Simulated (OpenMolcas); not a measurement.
Ar3+.

```yaml
Program: OpenMolcas
Basis: ANO-RCC-VTZP [5s4p2d1f]
Scalar_Hamiltonian: DKH2, point nucleus
Active_space: 3 electrons in 3 orbitals (3p)
State_averaging: 2S+1 = 4 odd, 1 root; 2S+1 = 2 odd, 8 roots
Spin-orbit_coupling: state interaction with AMFI integrals over the reference wave functions, term energies averaged over their components
```

Two sets of levels on these reference wave functions, in cm-1 above 3s2 3p3 4S* 3/2: one from CASSCF and one from SS-CASPT2, IPEA 0.25 Eh, imaginary shift 0.1 Eh (closed shells correlated: 2s 2p 3s).

```csv
Level,Set 1,Set 2
3s2 3p3 4S* 3/2,0.0,0.0
3s2 3p3 2D* 3/2,22170,26050
3s2 3p3 2D* 5/2,22270,26140
3s2 3p3 2P* 1/2,37210,43440
3s2 3p3 2P* 3/2,37350,43560
```

Q: Which set is which?

A: Set 1 is SS-CASPT2. Its levels of the other terms of 3s2 3p3 lie at 0.85 to 0.86 of the other set's values, as expected, since terms of lower spin or lower L gain more correlation energy than the Hund ground term. Against 4 measured levels (Saloman, J. Phys. Chem. Ref. Data 39, 033101 (2010)) the mean absolute deviation is 1700 cm-1 with it and 6700 cm-1 without; single levels miss by up to 2400 cm-1 with it.

CASPT2 breaks the degeneracy within a term, and the mean is taken; among the terms shown or strongly mixed into the levels shown the widest spread is 250 cm-1 (3s2 3p3 2D*, SS-CASPT2). With the s shell closed, the reference lacks s² → p² mixing. Computed and measured levels are paired by configuration, term and J; levels that our copy of the source lacks, or whose pairing is in doubt (as where it misses far off the trend of its configuration), stay unpaired and out of the deviations. Levels of configurations outside the active space are missing.

* marks odd parity.
